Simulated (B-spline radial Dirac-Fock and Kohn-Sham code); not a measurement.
**Dipole and non-dipole photoemission parameters of Ga 3d5/2**

System: the free gallium atom, configuration 1s2 2s2 2p6 3s2 3p6 3d10 4s2 4p1; threshold 25.84 eV (orbital energy of the model). The computed values come from a radial atomic solver: Dirac-Hartree-Slater photoionisation with a Latter tail; cross sections with all multipoles, angular parameters from the dipole term and its interference with E2.

Input of the calculation (task.json; shells as n, l, electrons):

```json
{"items": [{
  "Z": 31,
  "q": 0,
  "cfg": [[1, 0, 2], [2, 0, 2], [2, 1, 6], [3, 0, 2], [3, 1, 6], [3, 2, 10], [4, 0, 2], [4, 1, 1]],
  "A": 69,
  "rrms": 3.9973,
  "do": "xps",
  "hv": [60, 79.2, 104.0, 149.0, 155.0, 167.0, 175.0, 213.0, 227.0, 400, 461.0, 502.0, 582.0, 600, 800, 1000, 1253.6, 1630.0, 2210.0, 2250.0, 2780.0, 3760.0, 4000, 5410.0, 5414.7, 7890.0, 8290.0, 10100.0, 11200.0, 12600.0],
  "edges": {"K": 10367.0, "L1": 1299.0, "L2": 1143.2, "L3": 1116.4, "M1": 159.51, "M2": 103.5, "M3": 100.0}
}]}
```

Launch: `python xray2_run.py task.json out`

For linearly polarised light dσ/dΩ = σ/(4π) [1 + β P₂(cos θ) + (δ + γ cos²θ) sin θ cos φ], with θ from the polarisation vector and φ the angle between the beam and the projection of the electron momentum on the plane normal to the polarisation.

```csv
hν (eV),σ (kb),β,γ,δ
60,4590,-0.002,-0.008,0.011
79.2,5080,0.249,-0.004,0.013
104,4770,0.490,0.003,0.015
149,3460,0.765,0.014,0.019
155,3290,0.791,0.016,0.019
167,2970,0.839,0.020,0.020
175,2770,0.867,0.022,0.020
213,2000,0.976,0.035,0.023
227,1770,1.007,0.041,0.024
400,493,1.189,0.119,0.034
461,339,1.207,0.150,0.037
502,268,1.213,0.171,0.039
582,176,1.215,0.212,0.043
600,162,1.214,0.221,0.044
800,67.8,1.184,0.317,0.055
1000,33.3,1.138,0.401,0.065
1253.6,15.7,1.074,0.491,0.079
1630,6.35,0.984,0.595,0.101
2210,2.12,0.869,0.710,0.134
2250,1.99,0.863,0.717,0.136
2780,0.904,0.782,0.792,0.165
3760,0.284,0.674,0.893,0.218
4000,0.223,0.652,0.914,0.230
5410,0.0665,0.553,1.009,0.300
5414.7,0.0662,0.553,1.009,0.300
7890,0.0139,0.440,1.100,0.409
8290,0.0112,0.426,1.109,0.426
10100,0.00484,0.374,1.136,0.496
11200,?,?,?,?
12600,0.00186,0.321,1.153,0.586
```

**Question.** Give the values at 11200 eV.

**Answer.** σ = 0.00310 kb, β = 0.348, γ = 1.146, δ = 0.537.
